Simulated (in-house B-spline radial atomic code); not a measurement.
## How G0W0 and RPA depend on the start: the copper ion Cu⁺

Configuration [Ar] 3d10. Computed with an all-electron radial atomic-structure program (B-spline basis): all electrons, scalar-relativistic (spin-free one-electron X2C), finite nucleus, each spin shell either full or empty, empty states to l = 9 with an (l + 1/2)⁻⁴ tail; G0W0 by contour deformation at full frequency.

```json
{"start": "Hartree-Fock", "mean-field 3d (eV)": "-21.846", "G0W0 (eV)": "-20.257", "QP weight": "0.926", "RPA correlation (Eh)": "-1.9549"}
{"start": "LDA VWN5", "mean-field 3d (eV)": "-14.011", "G0W0 (eV)": "-20.153", "QP weight": "0.754", "RPA correlation (Eh)": "-2.2069"}
{"start": "PBE", "mean-field 3d (eV)": "-13.659", "G0W0 (eV)": "-19.879", "QP weight": "0.736", "RPA correlation (Eh)": "-2.2021"}
{"start": "PBE0", "mean-field 3d (eV)": "-15.833", "G0W0 (eV)": "-20.215", "QP weight": "0.826", "RPA correlation (Eh)": "-2.1265"}
{"start": "r2SCAN", "mean-field 3d (eV)": "-13.632", "G0W0 (eV)": "-19.567", "QP weight": "0.762", "RPA correlation (Eh)": "-2.1587"}
{"start": "HSE06", "mean-field 3d (eV)": "-15.431", "G0W0 (eV)": "-20.088", "QP weight": "0.699", "RPA correlation (Eh)": "-2.1337"}
{"start": "B3LYP (VWN-RPA)", "mean-field 3d (eV)": "-15.620", "G0W0 (eV)": "-20.266", "QP weight": "0.688", "RPA correlation (Eh)": "-2.1443"}
{"start": "SCAN", "mean-field 3d (eV)": "-13.672", "G0W0 (eV)": "-19.605", "QP weight": "0.763", "RPA correlation (Eh)": "-2.1586"}
{"start": "TPSS", "mean-field 3d (eV)": "-13.456", "G0W0 (eV)": "-19.757", "QP weight": "0.732", "RPA correlation (Eh)": "-2.188"}
{"start": "BHandHLYP", "mean-field 3d (eV)": "-18.157", "G0W0 (eV)": "-20.451", "QP weight": "0.882", "RPA correlation (Eh)": "-2.0655"}
{"start": "CAM-B3LYP", "mean-field 3d (eV)": "-17.559", "G0W0 (eV)": "-20.920", "QP weight": "0.867", "RPA correlation (Eh)": "-2.1118"}
{"start": "LC-wPBE", "mean-field 3d (eV)": "-18.596", "G0W0 (eV)": "?", "QP weight": "?", "RPA correlation (Eh)": "?"}
{"start": "wB97X", "mean-field 3d (eV)": "-18.410", "G0W0 (eV)": "-21.060", "QP weight": "0.889", "RPA correlation (Eh)": "-2.0941"}
{"start": "PBEsol", "mean-field 3d (eV)": "-13.643", "G0W0 (eV)": "-19.936", "QP weight": "0.740", "RPA correlation (Eh)": "-2.2027"}
{"start": "BLYP", "mean-field 3d (eV)": "-13.721", "G0W0 (eV)": "-20.008", "QP weight": "0.731", "RPA correlation (Eh)": "-2.2069"}
{"start": "r2SCAN0", "mean-field 3d (eV)": "-15.885", "G0W0 (eV)": "?", "QP weight": "?", "RPA correlation (Eh)": "?"}
{"start": "LDA exchange-only", "mean-field 3d (eV)": "-12.625", "G0W0 (eV)": "-20.036", "QP weight": "0.665", "RPA correlation (Eh)": "-2.2128"}
```

Task: What G0W0 level, weight and RPA correlation energy follow from the r2SCAN0 start?

Result: G0W0 level -19.978 eV, weight 0.842, RPA correlation -2.0995 hartree.

Task: What G0W0 level, weight and RPA correlation energy follow from the LC-wPBE start?

Result: G0W0 level -21.282 eV, weight 0.888, RPA correlation -2.1044 hartree.

Task: How much of the dependence on the start does G0W0 remove?

Result: The mean-field levels span 9.22 eV and the G0W0 levels 1.71 eV. Against 20.292 eV (NIST, measured) the G0W0 removal energies are off by -0.73 to +0.99 eV, with spin-orbit coupling, Breit and QED terms left out.
